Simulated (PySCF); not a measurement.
## SiCl₄ + Br₂ → SiBr₂ + 2 Cl₂

Level: PBE0 in the def2-TZVP basis family, all electrons, no relativity, computed in PySCF with density fitting; open shells unrestricted.

```csv
species,state and structure,E (Eh),ZPE (kJ/mol),H(298 K) − H(0) (kJ/mol),S° (J/(mol K))
SiCl₄,"singlet, Td, Si–Cl 2.022 Å (×4)",-2129.84957,19.4,19.5,331.3
Br₂,"singlet, D∞h, Br–Br 2.281 Å",-5147.70672,2.0,9.7,244.8
SiBr₂,"singlet, C2v, Si–Br 2.249 Å (×2); Br–Si–Br 102.1°",-5437.15903,5.6,13.3,305.1
Cl₂,"singlet, D∞h, Cl–Cl 1.982 Å",-920.08940,3.5,9.1,222.5
```

**Question.** What is the electronic reaction energy?

**Answer.** At PBE0/def2-TZVP, ΔE = 573.6 kJ/mol from the differences of the total energies times 2625.5, uphill. 

**Question.** Add zero-point, thermal and entropy terms for 298.15 K and 1 bar.

**Answer.** ΔZPE = -8.8 and Δ[H(298) − H(0)] = 2.3 kJ/mol give ΔH° = 567.1 kJ/mol. ΔS° = 174.0 J/(mol K), so ΔG° = 567.1 − 298.15 × (0.1740) = 515 kJ/mol.

Only the bonding shown was studied: isomers, or loss of a ligand pair, can lie lower.
